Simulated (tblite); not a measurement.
C2H3Cl4FSi.
Structure used (GFN2-xTB), in Å, numbered top down from 1:
```xyz
11
C2H3Cl4FSi angstrom
F     -0.243    0.145   -1.838
C     -0.224    0.430   -0.483
C     -1.355   -0.321    0.197
Cl    -2.947    0.372   -0.230
Si     1.534   -0.026    0.212
Cl     1.560    0.564    2.143
Cl     1.789   -2.014    0.079
Cl     2.916    0.959   -0.853
H     -0.403    1.510   -0.413
H     -1.259   -0.254    1.280
H     -1.363   -1.363   -0.120
```

Level: GFN2-xTB in tblite, geometry and Hessian alike; calculated harmonic values, unscaled, isolated species. The method is semi-empirical: single wavenumbers can be off by several per cent or more. One conformer, not necessarily the lowest.

Harmonic wavenumbers (cm⁻¹): 26.9, 53.3, 73.1, 100.7, 128.6, 139.7, 152.6, 201.6, 242.8, 313.5, 425.5, 445.9, 531.2, 548.3, 691.3, 737.6, 854.8, 1015.3, 1053.4, 1140.4, 1193.2, 1248.3, 1283.9, 1409.8, 2912.1, 2993.9, 2999.5.

A = 1132, B = 497.6, C = 472.6 MHz; mass 213.874 u (most abundant isotopes); point group C1, symmetry number 1.

Problem. Zero-point energy?

Solution. Half the sum of the wavenumbers: 11459 cm⁻¹ = 32.76 kcal/mol.

Problem. Give the ideal-gas entropy at 298.15 K and 1 bar in the rigid-rotor, harmonic-oscillator model (classical rotation).

Solution. Translation 42.01, rotation 31.47, vibration 35.81: S = 109.3 cal/(mol K).

Problem. And Cp and H(298.15 K) − H(0)?

Solution. Cp = 35.68 cal/(mol K), of which vibrations give 27.73 (their classical limit is 27 R = 53.7); H(298.15 K) − H(0) = 7.41 kcal/mol without the zero-point energy, 5.04 from vibrations.

Problem. Which modes carry the vibrational entropy at 298.15 K?

Solution. 26.9 cm⁻¹: 6.05; 53.3 cm⁻¹: 4.69; 73.1 cm⁻¹: 4.07; 100.7 cm⁻¹: 3.44; 128.6 cm⁻¹: 2.97; 139.7 cm⁻¹: 2.81 cal/(mol K); the other 21 give 11.79 together.

Problem. Blend soft modes into free rotors: weight 1/[1 + (100 cm⁻¹/ν̃)⁴] for the oscillator and the rest for a rotor with moment μB/(μ + B), μ = h/(8π²ν), B = 10⁻⁴⁴ kg m². What vibrational entropy results?

Solution. 31.64 cal/(mol K) in place of 35.81, which changes −T·S at 298.15 K by +1.24 kcal/mol.

Hindered rotation and anharmonicity are outside this model. Other conformers, if any are populated, would add a mixing term that is left out. The structure is chiral; the term R ln 2 for an equal mix with its mirror image is left out.

The run took 0.58 s on an Arm Neoverse V1 with one thread, shared host. This covers the Hessian and the dipole derivatives.
